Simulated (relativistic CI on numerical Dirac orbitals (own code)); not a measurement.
Pd⁺: 3p photoemission

Computed with this model: Dirac-Coulomb-Breit CI, KLI orbitals optimised for each configuration, model QED, valence Slater integrals scaled by 0.8, multiplet model of photoemission in the sudden approximation; configurations [Kr] 4d9 → [Ne] 3s2 3p5 3d10 4s2 4p6 4d9; 300 K; Lorentzian 2.8 eV and Gaussian 0.6 eV FWHM. Energies are those of the free ion, without screening or charge transfer. The energies are binding energies and can lie tens of eV above those of solids. S is read from ⟨S²⟩ = S(S + 1).

Computed curve for free ion, scaled to 100 at the maximum (points under 2 are left out and the grid is thinned):

(Energy (eV), Intensity): (542.6, 2.0), (543.4, 2.4), (544.6, 3.1), (545.4, 3.7), (546.6, 5.1), (547.4, 6.6), (548.2, 8.8), (549.4, 14.9), (550.2, 22.9), (551.4, 49.9), (552.2, 82.1), (553.4, 93.6), (554.2, 64.7), (555.0, 38.7), (556.2, 18.7), (557.0, 12.6), (558.2, 7.8), (559.0, 6.0), (559.8, 4.8), (561.0, 3.5), (561.8, 3.0), (563.0, 2.4), (563.8, 2.2), (573.0, 2.1), (574.2, 2.6), (575.0, 3.1), (576.2, 4.4), (577.0, 5.9), (577.8, 8.4), (579.0, 16.5), (579.8, 28.4), (581.0, 52.4), (581.8, 45.5), (583.0, 21.0), (583.8, 12.6), (584.6, 8.2), (585.8, 4.8), (586.6, 3.6), (587.8, 2.5), (588.6, 2.1)

The ground state has S = 0.50, and the centroid lies at 562.40 eV.
